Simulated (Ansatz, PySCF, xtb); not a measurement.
Lewis adduct: BH3 (SMILES B) (first 4 atoms) with H2O (SMILES O); geometry from B3LYP-D3(BJ)/def2-TZVP, rigid monomers moved along the line of their centres of mass till B1···O5 is 1.56 Å.
(charge 0, multiplicity 1):
| atom | x (Å) | y (Å) | z (Å) |
|---|---|---|---|
| B | 0.2106 | 0.2493 | 0.7896 |
| H | 0.6172 | -0.7672 | 0.2870 |
| H | -0.8529 | 0.6372 | 0.3940 |
| H | 1.0372 | 1.0909 | 1.0056 |
| O | -0.1515 | -0.1934 | 2.2373 |
| H | -0.8063 | -0.9026 | 2.1931 |
| H | 0.6379 | -0.5560 | 2.6604 |

Monomers are frozen at their geometry in the pair; levels with a basis set take the counterpoise correction.

Run with Ansatz (Gaussian orbitals); PySCF for the dispersion terms; xtb for the GFN methods. 

Task: Estimate the interaction energy that GFN2-xTB returns for this input.

Result: -16.5 kcal/mol

Task: Estimate the interaction energy that PBE-D3(BJ)/def2-TZVPPD returns for this input.

Result: -22.3 kcal/mol

Task: What interaction energy does HF/aug-cc-pVDZ give?

Result: -8.4 kcal/mol

Ansatz is a quantum-chemistry and plane-wave program.
